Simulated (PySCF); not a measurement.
CH5FO2Si2, SMILES O[Si@]1(F)CO[SiH2]1.

Geometry: PBE-D3(BJ)/def2-SVP. The structure was generated by enumeration; whether it is a known compound was not checked. The values are those of a single conformer.

Calculation: PBE-D3(BJ)/def2-SVP in PySCF.

Frequencies are harmonic and unscaled.

| mode | ν (cm⁻¹) | IR (km/mol) | moving atoms (share of kinetic energy) |
|---|---|---|---|
| 1 | 59 | 3.0 | O 59 %, H 16 %, F 12 % |
| 2 | 129 | 2.5 | O 29 %, F 24 %, H 23 %, Si 22 % |
| 3 | 184 | 17.7 | H 41 %, F 27 %, C 13 %, Si 12 % |
| 4 | 211 | 21.7 | H 50 %, F 17 %, O 13 %, Si 12 %, C 8 % |
| 5 | 248 | 39.8 | Si 38 %, O 22 %, H 16 %, F 13 %, C 11 % |
| 6 | 289 | 64.9 | O 39 %, H 33 %, F 18 % |
| 7 | 416 | 29.5 | Si 38 %, O 35 %, C 12 %, F 9 % |
| 8 | 442 | 19.5 | Si 64 %, O 15 %, F 11 %, H 9 % |
| 9 | 444 | 8.7 | H 80 %, Si 14 % |
| 10 | 638 | 16.9 | H 88 % |
| 11 | 661 | 49.4 | C 47 %, H 26 %, Si 17 % |
| 12 | 711 | 36.2 | H 64 %, C 22 %, O 11 % |
| 13 | 715 | 35.7 | H 36 %, O 33 %, Si 16 %, C 10 % |
| 14 | 750 | 221.3 | H 57 %, O 23 %, Si 12 % |
| 15 | 802 | 89.3 | H 53 %, Si 25 %, O 15 % |
| 16 | 872 | 138.8 | Si 41 %, F 29 %, H 21 % |
| 17 | 912 | 93.8 | Si 45 %, O 32 %, H 12 %, F 10 % |
| 18 | 940 | 122.0 | H 88 %, Si 9 % |
| 19 | 995 | 94.8 | O 48 %, C 43 % |
| 20 | 1152 | 0.6 | H 90 % |
| 21 | 1203 | 5.2 | H 73 %, C 21 % |
| 22 | 1403 | 1.8 | H 94 % |
| 23 | 2142 | 119.4 | H 98 % |
| 24 | 2150 | 129.3 | H 96 % |
| 25 | 2958 | 31.3 | H 95 % |
| 26 | 3015 | 13.9 | H 90 %, C 10 % |
| 27 | 3757 | 98.5 | H 94 % |
